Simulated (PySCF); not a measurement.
Field gradients at the hydrogen positions

Compound: C7H9P.
Cartesian coordinates in Å at the GFN2-xTB level; atoms count from 1:
```
atom  x, y, z in Å
C1    -2.4800   -1.1560    0.3019
C2    -1.5599   -0.2053    0.1777
C3    -0.1749   -0.4157   -0.2049
C4     0.4172   -1.6230   -0.3972
P5     2.1031   -1.4659   -0.9908
C6     2.0001    0.3078   -0.7124
C7     0.7515    0.6988   -0.3882
C8     0.3422    2.1220   -0.1997
H9    -3.4901   -0.9259    0.5947
H10   -2.2654   -2.1945    0.1166
H11   -1.8408    0.8214    0.3701
H12   -0.0761   -2.5758   -0.3167
H13    2.7344   -1.8056    0.2083
H14    2.8223    0.9762   -0.9060
H15   -0.4611    2.3814   -0.8894
H16   -0.0141    2.2873    0.8174
H17    1.1847    2.7850   -0.3828
```

Level: PBE0/pcSseg-1 (PySCF, non-relativistic); Q(2H) = 0.00286 b; rigid geometry, the same for H and D, with no vibrational averaging.

Problem. Rank these positions by the coupling χzz of a deuteron there, largest first.
A. H16 (methyl hydrogen)
B. H13 (hydrogen on phosphorus)
C. H11 (vinylic hydrogen)
D. H9 (vinylic hydrogen)

Solution. D (227 kHz), C (216 kHz), A (208 kHz), B (136 kHz).

Problem. What are Vzz, η and χzz (234.96 MHz × Q × Vzz) at all hydrogens?

Solution. 
```tsv
atom	bonded to	bond length (Å)	Vzz (au)	η	χzz (kHz)
H9	C1	1.077	0.3376	0.05	227
H10	C1	1.077	0.3377	0.05	227
H11	C2	1.082	0.3219	0.07	216
H12	C4	1.076	0.3419	0.06	230
H13	P5	1.397	0.2031	0.08	136
H14	C6	1.077	0.3400	0.07	228
H15	C8	1.090	0.3092	0.02	208
H16	C8	1.090	0.3091	0.02	208
H17	C8	1.088	0.3138	0.03	211
```

Problem. Average by the element that carries the hydrogen.

Solution. on C: 219 kHz over 8 positions, mean bond length 1.082 Å; on P: 136 kHz over 1 position, mean bond length 1.397 Å.

Problem. How does χzz go with the bond length over the 8 C–H bonds?

Solution. A straight-line fit has a slope of -14.9 kHz for each 0.01 Å, with a correlation coefficient of -0.99, over lengths from 1.076 to 1.090 Å. The longer bonds have the smaller couplings here.

Problem. Give the 2H NMR doublet splittings at H13 for a magnetic field along the z, y and x axes of the gradient: 3χ/2, 3χ(1 + η)/4, 3χ(1 − η)/4.

Solution. With |χ| = 136.5 kHz and η = 0.084: 205, 111 and 94 kHz, to first order and without motion.

One conformer (not necessarily the lowest) at the GFN2-xTB geometry, without solvent, vibrations or thermal averaging. GFN2-xTB frequencies show an imaginary mode (38i cm⁻¹), so this geometry is no minimum at that level. GFN2-xTB bond lengths can be off by several hundredths of an ångström, more for odd bonds, and the gradients follow them. A larger basis could move these couplings by a tenth or more.
